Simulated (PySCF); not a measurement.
Molfile (atoms numbered from 1):
```
C12H23OP
     RDKit          3D

 37 38  0  0  0  0  0  0  0  0999 V2000
    0.3829   -2.7102   -1.1230 O   0  0  0  0  0  0  0  0  0  0  0  0
   -0.3205   -1.5535   -0.4807 P   0  0  0  0  0  5  0  0  0  0  0  0
   -2.0523   -1.3566   -1.0093 C   0  0  0  0  0  0  0  0  0  0  0  0
   -2.8261   -0.1770   -0.4400 C   0  0  0  0  0  0  0  0  0  0  0  0
   -4.2666   -0.0728   -0.9461 C   0  0  0  0  0  0  0  0  0  0  0  0
   -4.8897    0.9383    0.0078 C   0  0  0  0  0  0  0  0  0  0  0  0
   -4.3197    0.5524    1.3816 C   0  0  0  0  0  0  0  0  0  0  0  0
   -2.9877   -0.1768    1.0926 C   0  0  0  0  0  0  0  0  0  0  0  0
    0.4946    0.0571   -0.7560 C   0  0  0  0  0  0  0  0  0  0  0  0
    2.0101   -0.0695   -0.6804 C   0  0  0  0  0  0  0  0  0  0  0  0
    2.5511   -0.5433    0.6761 C   0  0  0  0  0  0  0  0  0  0  0  0
    4.0177   -0.0652    0.7260 C   0  0  0  0  0  0  0  0  0  0  0  0
    4.2004    0.8629   -0.4928 C   0  0  0  0  0  0  0  0  0  0  0  0
    2.7815    1.2258   -0.9234 C   0  0  0  0  0  0  0  0  0  0  0  0
   -0.4218   -1.6234    0.9437 H   0  0  0  0  0  0  0  0  0  0  0  0
   -2.5469   -2.3106   -0.7551 H   0  0  0  0  0  0  0  0  0  0  0  0
   -2.0104   -1.3174   -2.1112 H   0  0  0  0  0  0  0  0  0  0  0  0
   -2.3137    0.7575   -0.7341 H   0  0  0  0  0  0  0  0  0  0  0  0
   -4.7617   -1.0553   -0.8420 H   0  0  0  0  0  0  0  0  0  0  0  0
   -4.3302    0.2151   -2.0069 H   0  0  0  0  0  0  0  0  0  0  0  0
   -5.9896    0.9460   -0.0164 H   0  0  0  0  0  0  0  0  0  0  0  0
   -4.5566    1.9521   -0.2714 H   0  0  0  0  0  0  0  0  0  0  0  0
   -4.1880    1.4277    2.0346 H   0  0  0  0  0  0  0  0  0  0  0  0
   -5.0135   -0.1228    1.9056 H   0  0  0  0  0  0  0  0  0  0  0  0
   -2.1299    0.2938    1.5972 H   0  0  0  0  0  0  0  0  0  0  0  0
   -3.0287   -1.2156    1.4601 H   0  0  0  0  0  0  0  0  0  0  0  0
    0.1861    0.4101   -1.7552 H   0  0  0  0  0  0  0  0  0  0  0  0
    0.1163    0.7871   -0.0181 H   0  0  0  0  0  0  0  0  0  0  0  0
    2.3151   -0.8077   -1.4428 H   0  0  0  0  0  0  0  0  0  0  0  0
    1.9676   -0.0718    1.4863 H   0  0  0  0  0  0  0  0  0  0  0  0
    2.4454   -1.6321    0.7941 H   0  0  0  0  0  0  0  0  0  0  0  0
    4.7236   -0.9082    0.6938 H   0  0  0  0  0  0  0  0  0  0  0  0
    4.2195    0.4704    1.6661 H   0  0  0  0  0  0  0  0  0  0  0  0
    4.8244    1.7424   -0.2744 H   0  0  0  0  0  0  0  0  0  0  0  0
    4.6963    0.3167   -1.3115 H   0  0  0  0  0  0  0  0  0  0  0  0
    2.3732    2.0229   -0.2754 H   0  0  0  0  0  0  0  0  0  0  0  0
    2.7155    1.5833   -1.9631 H   0  0  0  0  0  0  0  0  0  0  0  0
  1  2  2  0
  2  3  1  0
  3  4  1  0
  4  5  1  0
  5  6  1  0
  6  7  1  0
  7  8  1  0
  2  9  1  0
  9 10  1  0
 10 11  1  0
 11 12  1  0
 12 13  1  0
 13 14  1  0
  8  4  1  0
 14 10  1  0
  2 15  1  0
  3 16  1  0
  3 17  1  0
  4 18  1  0
  5 19  1  0
  5 20  1  0
  6 21  1  0
  6 22  1  0
  7 23  1  0
  7 24  1  0
  8 25  1  0
  8 26  1  0
  9 27  1  0
  9 28  1  0
 10 29  1  0
 11 30  1  0
 11 31  1  0
 12 32  1  0
 12 33  1  0
 13 34  1  0
 13 35  1  0
 14 36  1  0
 14 37  1  0
M  END
```

Geometry: PBE0-D3(BJ)/def2-SVP; GIAO shifts from PySCF 2.14, gas phase, non-relativistic, averaged over equivalent atoms.

At PBE0/pcSseg-1 (360 basis functions, 2.5 min wall time on 1 thread of an Arm Neoverse V2, shared host):
```json
{"atoms": "O1", "δ (ppm)": "81.0"}
{"atoms": "P2", "δ (ppm)": "-7.6"}
{"atoms": "C3/C9", "δ (ppm)": "37.3"}
{"atoms": "C4/C10", "δ (ppm)": "36.6"}
{"atoms": "C5/C11", "δ (ppm)": "35.9"}
{"atoms": "C8/C14", "δ (ppm)": "35.0"}
{"atoms": "C7/C13", "δ (ppm)": "26.8"}
{"atoms": "C6/C12", "δ (ppm)": "26.6"}
{"atoms": "H15", "δ (ppm)": "7.08"}
{"atoms": "H20/H31", "δ (ppm)": "1.94"}
{"atoms": "H18/H29", "δ (ppm)": "1.70"}
{"atoms": "H16/H27", "δ (ppm)": "1.63"}
{"atoms": "H24/H34", "δ (ppm)": "1.62"}
{"atoms": "H21/H33", "δ (ppm)": "1.61"}
{"atoms": "H23/H35", "δ (ppm)": "1.59"}
{"atoms": "H25/H37", "δ (ppm)": "1.56"}
{"atoms": "H22/H32", "δ (ppm)": "1.51"}
{"atoms": "H17/H28", "δ (ppm)": "1.30"}
{"atoms": "H26/H36", "δ (ppm)": "0.93"}
{"atoms": "H19/H30", "δ (ppm)": "0.88"}
```

Referencing at the same level of theory: ¹⁷O (334.56 ppm) against H2O; H3PO4 for ³¹P (310.13 ppm); ¹³C (184.41 ppm) and ¹H (31.27 ppm) against TMS.

**Question.** Estimate the result of repeating the calculation with HF/pcSseg-1.

**Answer.** 
```json
{"atoms": "O1", "δ at HF/pcSseg-1": "41.7", "change": "-39.3"}
{"atoms": "P2", "δ at HF/pcSseg-1": "-0.7", "change": "+6.9"}
{"atoms": "C3/C9", "δ at HF/pcSseg-1": "31.3", "change": "-6.0"}
{"atoms": "C4/C10", "δ at HF/pcSseg-1": "30.3", "change": "-6.3"}
{"atoms": "C5/C11", "δ at HF/pcSseg-1": "31.5", "change": "-4.4"}
{"atoms": "C8/C14", "δ at HF/pcSseg-1": "30.7", "change": "-4.3"}
{"atoms": "C7/C13", "δ at HF/pcSseg-1": "23.3", "change": "-3.5"}
{"atoms": "C6/C12", "δ at HF/pcSseg-1": "23.1", "change": "-3.5"}
{"atoms": "H15", "δ at HF/pcSseg-1": "6.08", "change": "-1.00"}
{"atoms": "H20/H31", "δ at HF/pcSseg-1": "1.77", "change": "-0.17"}
{"atoms": "H18/H29", "δ at HF/pcSseg-1": "1.32", "change": "-0.38"}
{"atoms": "H16/H27", "δ at HF/pcSseg-1": "1.37", "change": "-0.26"}
{"atoms": "H24/H34", "δ at HF/pcSseg-1": "1.47", "change": "-0.15"}
{"atoms": "H21/H33", "δ at HF/pcSseg-1": "1.46", "change": "-0.15"}
{"atoms": "H23/H35", "δ at HF/pcSseg-1": "1.43", "change": "-0.16"}
{"atoms": "H25/H37", "δ at HF/pcSseg-1": "1.37", "change": "-0.19"}
{"atoms": "H22/H32", "δ at HF/pcSseg-1": "1.36", "change": "-0.15"}
{"atoms": "H17/H28", "δ at HF/pcSseg-1": "1.01", "change": "-0.29"}
{"atoms": "H26/H36", "δ at HF/pcSseg-1": "0.72", "change": "-0.21"}
{"atoms": "H19/H30", "δ at HF/pcSseg-1": "0.69", "change": "-0.19"}
```

Shifts are taken against calculated references (same method and geometry level): ¹⁷O (333.31 ppm) against H2O; H3PO4 for ³¹P (356.22 ppm); ¹³C (190.85 ppm), ¹H (31.69 ppm) vs TMS.

The largest change is at O1 (P=O oxygen). Cost: 360 basis functions, 96 s wall time on 1 thread of an Arm Neoverse V2, shared host. The order of the carbon signals changes between the two levels.

The carbons averaged at δ 35.9 differ by 8 ppm in this conformer. Experimental scales use liquid or dissolved standards, which lie at an offset from isolated H2O (liquid H2O: subtract about 36 ppm) and H3PO4.
